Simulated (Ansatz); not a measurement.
Results of the Gaussian-basis code of Ansatz.

A structure relaxed at PBE0-D4/def2-TZVP, charge 0, multiplicity 1:

Cartesian coordinates in Å:
```
C -0.323 -1.592 0.117
Si -0.029 0.037 -0.662
F 1.189 -0.029 -1.671
F -1.287 0.496 -1.507
N 0.302 1.237 0.482
C 0.536 2.312 0.950
O 0.763 3.336 1.447
H 0.555 -1.906 0.686
H -0.532 -2.349 -0.641
H -1.174 -1.541 0.799
```

(1) Give its formula and SMILES.

(2) Point group (tolerance 0.08 Å, 0.16 Å for H)?

(3) Summarise the bond lengths by kind.

Results:

(1) C2H3F2NOSi, `C[Si](F)(F)N=C=O`.

(2) Cs.

(3) 1 × C–Si 1.829 Å; 3 × C–H 1.092 Å; 2 × F–Si 1.583 to 1.584 Å; 1 × N–Si 1.691 Å; 1 × C–N 1.196 Å; 1 × C–O 1.161 Å.
